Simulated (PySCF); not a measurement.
# Cost of response and excited-state runs on `InChI=1S/C4H9NSi/c1-3-4(2)6-5-3/h3,5H,2,6H2,1H3/t3-/m0/s1`

Atoms are numbered as in `[CH2:1]=[C:2]1[SiH2:3][NH:4][C@H:5]1[CH3:6]` (H(Xn): hydrogen on atom n). Ha(Si3) is cis to C6 on the ring; Ha(C1) is cis to Si3; Hb(Si3) is trans to C6 on the ring; Hb(C1) is trans to Si3.

PySCF with density fitting, on 1 thread of an Arm Neoverse V1, shared host. Command: `OMP_NUM_THREADS=1 python excited_run.py task.json out`

Q: How long does this run take, and how much memory?
- excited states, CAM-B3LYP/def2-SVPD; two-photon moments; 6 states; quadratic response for 5 states; 0 triplets; writes grids

A: 
| run | level | basis functions | wall time | peak memory (GiB) |
| --- | --- | --- | --- | --- |
| excited states | CAM-B3LYP/def2-SVPD | 196 | 39 s | 0.75 |

Times from a shared host are rough.
